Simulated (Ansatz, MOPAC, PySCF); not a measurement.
Molecule: dimethylgermane, C2H8Ge (charge 0, singlet). SMILES: [GeH2]([CH3])[CH3]
Geometry: optimised at B3LYP-D3(BJ)/def2-TZVP (Ansatz, an electronic-structure program).

Unscaled harmonic wavenumbers (cm⁻¹) in rising order, each level at the stationary point that it reaches from this structure (no distance between atoms moves by over 0.3 Å); the order of modes can differ between levels, and a negative number is imaginary. B3LYP-D3(BJ)/def2-TZVP (PySCF, at the structure above): 131, 140, 173, 420, 573, 578, 599, 646, 848, 851, 853, 874, 887, 1271, 1278, 1464, 1465, 1470, 1474, 2104, 2105, 3043, 3043, 3119, 3120, 3123, 3123.

AM1 (MOPAC): 29, 48, 153, 377, 500, 543, 549, 590, 644, 728, 744, 745, 751, 1251, 1287, 1390, 1391, 1391, 1392, 1924, 1937, 3115, 3116, 3117, 3117, 3193, 3193. Zero-point energy 53.2 against 55.4 kcal/mol; where all levels lie over 400 cm⁻¹, the wavenumbers are on average 0.936 times those of B3LYP-D3(BJ)/def2-TZVP.

PM3 (MOPAC): 87, 97, 171, 405, 558, 563, 595, 650, 718, 851, 876, 876, 885, 1312, 1327, 1404, 1404, 1404, 1404, 1873, 1935, 3166, 3166, 3168, 3168, 3252, 3252. Zero-point energy 55.1 against 55.4 kcal/mol; where all levels lie over 400 cm⁻¹, the wavenumbers are on average 0.988 times those of B3LYP-D3(BJ)/def2-TZVP.

HF/6-31G* with LANL2DZ past Ar (Ansatz): 132, 142, 184, 451, 593, 621, 623, 706, 939, 940, 942, 958, 972, 1428, 1438, 1603, 1606, 1611, 1614, 2159, 2174, 3208, 3209, 3285, 3286, 3289, 3289. Zero-point energy 59.2 against 55.4 kcal/mol; where all levels lie over 400 cm⁻¹, the wavenumbers are on average 1.077 times those of B3LYP-D3(BJ)/def2-TZVP.
